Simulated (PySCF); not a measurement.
# Identify the compound

The spectra below were simulated for a compound C$_{6}$H$_{8}$F$_{2}$Si.

¹H NMR (400 MHz, computed): δ 5.41 (m, 2H), 4.93 (d, 2H), 2.28 (m, 3H), 1.84 (t, 1H).

¹³C{¹H} NMR (computed): δ 183.6 (C), 108.3 (C), 104.2 (CH), 85.7 (C), 82.7 (CH2), 20.9 (CH3).

[PySCF 2.14: shieldings: GIAO PBE0/pcSseg-1; coordinates at the GFN2-xTB level; one computed conformer; non-relativistic Hamiltonian; isolated molecule; one averaged value for each set of equivalent atoms]

References, each an isolated molecule treated in the same way: ¹H (31.72 ppm) and ¹³C (186.93 ppm) vs TMS.

Q: Which of these isomers gave the spectra?
A. C[C@@]1(F)C=CC(F)=C[SiH2]1
B. FC1=CC[C@](F)([SiH3])C=C1
C. C#C[SiH2]/C(CF)=C(/C)F
D. CC#C[C@@H]([SiH3])/C(F)=C\F

A: C. 

- The formula gives 3 degrees of unsaturation (no ring in the answer).
- 6 carbon signals for 6 carbons: no two carbons are equivalent.
- Carbon types of the structure: 3 × C, 1 × CH, 1 × CH2, 1 × CH3, leaving 2 H on heteroatoms.
- δC 183.6, 108.3: fully substituted alkene carbon.
- δC 104.2: terminal alkyne carbon; the triple bond shields along its axis, which puts it between sp3 and sp2 carbons.
- δC 85.7: alkyne carbon; the triple bond shields along its axis, which puts it between sp3 and sp2 carbons.
- δC 82.7: allylic sp3 CH2 bonded to F; the inductive effect lowers its shielding.
- δH 2.28: hydrogen on an allylic methyl carbon; allylic position.

The others: C[C@@]1(F)C=CC(F)=C[SiH2]1 would give 6 signals for carbon-bound and other non-exchanging H, not 4; CC#C[C@@H]([SiH3])/C(F)=C\F has carbons computed at 163.9, 149.7, 88.1, 77.9, 19.0, 4.9, with a different DEPT pattern; FC1=CC[C@](F)([SiH3])C=C1 would give 6 signals for carbon-bound and other non-exchanging H, not 4.

Splittings by ¹⁹F in the carbon and heteronuclear signals aren't shown, as no couplings were computed. Shifts are as computed. Against solution values, carbons near 30 ppm lie about +3 ppm off and those near 130 ppm about +5 ppm. Of 1309 compounds with measured shifts, 239 miss one by over three times the rms of a fit or turn the order of signals round; such compounds aren't used in these exercises. No couplings were computed; multiplicities are counted from neighbouring protons, with m where these are inequivalent, close in shift, in a saturated or five-membered ring or joined by F or P, and br s for small geminal =CH2 splittings.
